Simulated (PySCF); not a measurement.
**SmBr2 at several levels of theory**

Computed with PySCF 2.14.0 (density fitting, no spin-orbit coupling) at the geometry relaxed with PBE0:

```xyz
3
SmBr2 (singlet in the valence; each metal's 4f electrons, 6 of them, lie in its core potential, out of spins and levels)
Sm    0.0000    0.0000   -0.3825
Br    2.6652    0.0000    0.4757
Br   -2.6652    0.0000    0.4757
```

```json
{"level": "PBE0", "basis": "Sm lcecp-0-SVP with ECP52, Br def2-SVP", "state": "singlet", "HOMO (eV)": "–", "gap (eV)": "–", "charge on Sm1 (e)": "0.87", "population of f-type functions on Sm1 (polarisation alone where 4f lies in the core)": "0.02", "dipole about the centre of mass (D)": "4.98", "largest force component (eV/Å)": "0.01"}
{"level": "BP86", "basis": "the same", "state": "singlet", "HOMO (eV)": "–", "gap (eV)": "–", "charge on Sm1 (e)": "0.74", "population of f-type functions on Sm1 (polarisation alone where 4f lies in the core)": "0.02", "dipole about the centre of mass (D)": "4.74", "largest force component (eV/Å)": "0.07"}
{"level": "PBE", "basis": "the same", "state": "singlet", "HOMO (eV)": "–", "gap (eV)": "–", "charge on Sm1 (e)": "0.73", "population of f-type functions on Sm1 (polarisation alone where 4f lies in the core)": "0.02", "dipole about the centre of mass (D)": "4.71", "largest force component (eV/Å)": "0.07"}
```

In the lcecp rows the 4f levels are missing from HOMO and gap, and the state counts the valence alone.

Charges are Mulliken's, which hang on the basis. The relaxation used the grid (50, 194), these runs (75, 302) or, all-electron (x2c bases, spin-free X2C Hamiltonian), (99, 590).

(1) What does PBE0 with Sm lcecp-0-TZVP with ECP52, Br def2-TZVP give here?

An lcecp potential fixes the number of 4f electrons, so in runs with it no electron can move into or out of that shell.

## Answers

(1) state singlet, charge on Sm1 (e) 1.21, population of f-type functions on Sm1 (polarisation alone where 4f lies in the core) 0.02, dipole about the centre of mass (D) 5.04, largest force component (eV/Å) 0.04. Time: 10 s on 2 threads of Arm Neoverse V1, on a shared host, from free ions and atoms.
